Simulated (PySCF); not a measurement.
**Relaxation of singlet WS(OH)₂**

Computed with PBE0/[W def2-SVP with ECP60, S def2-SVP, O def2-SVP, H def2-SVP], scalar-relativistic core potentials, density fitting, no spin–orbit coupling, PySCF. A (50,194) grid was used.

A hand-made trigonal planar (heavy-atom frame) start, of Cs symmetry, held to at least that symmetry:

```xyz
6
charge 0 multiplicity 1, angstrom
W     0.0650    0.1186    0.0000
S    -1.0050   -1.7347    0.0000
O     2.0650    0.1186    0.0000
O    -0.9350    1.8507    0.0000
H     2.6821   -0.6168    0.0000
H    -0.6067    2.7528    0.0000
```

Optimiser trace:
| step | E − E(last) (kJ/mol) | largest gradient (Eh/bohr) |
| --- | --- | --- |
| 0 | 79.16 | 0.07502 |
| 2 | 12.64 | 0.01366 |
| 4 | 10.36 | 0.00199 |
| 6 | 9.75 | 0.00334 |
| 8 | 8.99 | 0.00540 |
| 10 | 8.54 | 0.01076 |
| 12 | 8.07 | 0.00474 |
| 14 | 7.75 | 0.00833 |
| 16 | 6.52 | 0.00775 |
| 18 | 5.65 | 0.01195 |
| 20 | 2.90 | 0.00853 |
| 22 | 1.65 | 0.00936 |
| 24 | 0.72 | 0.00253 |
| 26 | 0.21 | 0.00141 |
| 28 | 0.07 | 0.00229 |
| 30 | 0.02 | 0.00101 |
| 32 | 0.00 | 0.00014 |

It ends at C2v with O–H 0.963 Å (×2), W–O 1.848 Å (×2), W–S 2.105 Å; H–O–W 136.3° (×2), O–W–O 124.3°, O–W–S 117.9° (×2) (after a last refinement on a finer grid). The frequency run here used a shortcut that can spoil soft modes, so no verdict on minimum or saddle point is given.

Final geometry:
```xyz
6
charge 0 multiplicity 1, angstrom
W     0.0965    0.1197    0.0000
S    -1.2250   -1.5193    0.0000
O     1.9101   -0.2335    0.0000
O    -0.6333    1.8171    0.0000
H     2.4668   -1.0198    0.0000
H    -1.5197    2.1944    0.0000
```

Spin–orbit coupling, left out here, can matter for elements this heavy.
